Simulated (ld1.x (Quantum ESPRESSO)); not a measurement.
Results of a calculation; reference values are marked as such.
# Potentials for V (Z = 23) compared

Generated with ld1.x 7.5 (TM, RRKJ, ultrasoft, PAW), atompaw 4.2 or ONCVPSP 4.0.1. The cutoff is in Ry: for ld1.x and atompaw files where the sum of valence levels is converged to 10 mRy in a Bessel basis, for ONCV files where the hardest occupied wave has 1 mHa per electron of residual kinetic energy. The error is the largest all-electron minus pseudo excitation energy over each file’s own four to seven test configurations (ionisations up to +4, promotions, holes and added fractions of an electron), all of which were solved. The labels leave out finer settings (local radius, basis sizes, second energies), which also bear on the numbers. Spin-polarised tests are not counted. The rows are a selection from randomly drawn settings: files with unsolved tests, undetermined cutoffs or missed reference levels are left out.

```csv
potential,cutoff (Ry),largest error (meV),bound ghosts
"TM, PBE, non-relativistic, rc 2.05/3.85/1.50/4.20 (spdf), local s, core correction no, reference 3d3 4s1.5 4p0.5",90,-203,none
"PAW, Wu–Cohen, scalar-relativistic, rc 1.40/2.15/1.20 (spd), local smoothed, core correction yes, reference 3s2 3p6 3d3 4s1.5 4p0",70,-20,none
"TM semilocal, BLYP, scalar-relativistic, rc 2.65/1.15/1.50 (spd), local p, core correction yes, reference 3p6 3d3 4s2 4p0",90,-139,none
"TM semilocal, LDA (PZ), scalar-relativistic, rc 1.24/0.98/2.12 (spd), local d, core correction yes, reference 3s2 3p6 3d3 4s0 4p0",100,+701,none
```

Fill in the row for V: TM, Wu–Cohen, scalar-relativistic, rc 2.25/2.90/2.25 (spd), local s, core correction yes, reference 3d3 4s2 4p0.

cutoff 50 Ry, largest error -325 meV, bound ghosts: none.
